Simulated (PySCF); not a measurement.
CH6CdSi, SMILES [CH3][Cd][SiH3]. Heavy atoms are numbered as in [Cd:1]([CH3:2])[SiH3:6]. Hydrogens are named by the atom that carries them.

The structure is a stationary point at B3LYP-D3(BJ)/def2-SVP. The structure was generated by enumeration; whether it is a known compound was not checked. The def2 effective core potentials stand for the cores of Cd; spin–orbit coupling is left out.

All values below come from PBE/def2-TZVPD (PySCF).

Mulliken values depend strongly on the basis, most of all with diffuse functions as here. ESP charges are fitted to the potential on shells at 1.4 to 2.0 van der Waals radii. Atomic charges (e), one atom of each kind:

| atom | ESP fit | Mulliken |
|---|---|---|
| Cd1 | 0.52 | 0.31 |
| C2 (CH3) | -0.72 | -0.74 |
| H on C2 | 0.15 | 0.17 |
| Si6 (SiH3) | -0.33 | 0.02 |
| H on Si6 | 0.02 | -0.03 |
